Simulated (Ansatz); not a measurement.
Computed with Ansatz on PBE0-D4/def2-TZVP structures; ΔE is electronic, products minus reactants. CBS: MP2 limit from def2 TZ/QZ plus the TZ coupled-cluster correction, frozen cores. This one scheme is used for every species. Functionals use def2-TZVPP. B3LYP here is the variant with VWN-RPA as its local correlation; programs differ in this. For Ge outer-core shells are correlated without core-valence functions, which leaves a few kJ/mol of doubt a bond. Scalar relativity is left out up to krypton. One conformer a species, not always the lowest.

`C[BH][GeH2][SiH3]` + `[SiH3]Cl` → `[SiH3][GeH2][Cl]` + `CB[SiH3]`  (redistribution)

| level | ΔE (kJ/mol) | difference from CCSD(T)/CBS |
| --- | --- | --- |
| PBE-D4 | 35.6 | -9.3 |
| r2SCAN-D4 | 40.0 | -4.9 |
| PBE0-D4 | 36.6 | -8.3 |
| B3LYP-D4 | 35.3 | -9.6 |
| ωB97X-V | 35.3 | -9.6 |
| r2SCAN | 39.6 | -5.3 |
| PBE0 | 36.0 | -8.9 |
| B3LYP | 34.4 | -10.5 |
| MP2/def2-TZVPP | 47.3 | 2.4 |
| SCS-MP2/def2-TZVPP | 42.4 | -2.5 |
| CCSD/def2-TZVPP | 40.0 | -4.9 |
| HF/def2-QZVPP | 29.1 | -15.8 |
| MP2/def2-QZVPP | 49.4 | 4.5 |
| SCS-MP2/def2-QZVPP | 44.0 | -0.9 |
| MP2/CBS(def2) | 51.2 | 6.3 |
| CCSD/CBS(def2) | 43.9 | -1.0 |
| CCSD(T)/CBS | 44.9 | 0 |

Largest T1 diagnostic among the species: 0.012.

In def2-TZVPP, CCSD(T) changes the Hartree–Fock value by +11.5 kJ/mol (the triples alone add +1.0 kJ/mol) and MP2 by +17.8 kJ/mol.
